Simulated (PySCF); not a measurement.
# Spinor energies of Sb³⁺ (antimony, charge +3)

Start: [Kr] 4d10 5s2. Calculated with PySCF 2.14 in x2c-SVPall-2c (6s8p4d, 50 functions): generalised Hartree-Fock with the X2C-1e Hamiltonian and a Gaussian nucleus; one run each with spin-orbit coupling (SO) switched off, then screened by Boettger's factors.

```tsv
spinor shell	electrons	ε, spin-free (eV)	ε, screened SO (eV)	weight of nominal j (screened SO)	rms radius, screened SO (bohr)
1s1/2	2	-30668.5	-30665.6	1.000	0.0326
2s1/2	2	-4785.5	-4784.7	1.000	0.133
2p1/2	2	-4293.3	-4468.3	1.000	0.115
2p3/2	4	-4293.3	-4213.6	1.000	0.120
3s1/2	2	-1002.3	-1002.1	1.000	0.352
3p1/2	2	-837.61	-870.84	1.000	0.345
3d3/2	4	-586.77	-592.50	1.000	0.330
3d5/2	6	-586.77	-582.74	1.000	0.333
4s1/2	2	-205.79	-205.75	1.000	0.840
4p1/2	2	-152.78	-158.93	1.000	0.894
4p3/2	4	-152.78	-149.95	1.000	0.919
4d3/2	4	-73.407	-74.152	1.000	1.10
4d5/2	6	-73.407	-72.884	1.000	1.10
5s1/2	2	-41.918	-41.918	1.000	2.20
```

Where does 3p3/2 lie, and what is the 3p spin-orbit splitting (screened SO)?

At -822.37 eV, 48.467 eV above 3p1/2.

```tsv
quantity	spin-free	screened SO
E (hartree)	-6474.70885	-6476.33353
M_J	0	0
⟨J²⟩	0.000	0.000
⟨L²⟩	0.000	0.017
⟨S²⟩	0.000	0.017
```

Breit and QED terms are absent; they matter most for the inner s and p1/2 levels.

Densities and radii are taken from the X2C orbitals without a picture-change correction, which distorts them close to the nucleus.

Without spin-orbit coupling the j labels of p, d and f shells carry no meaning; the spin-free column gives the mean over the occupied spinors of each nl shell.
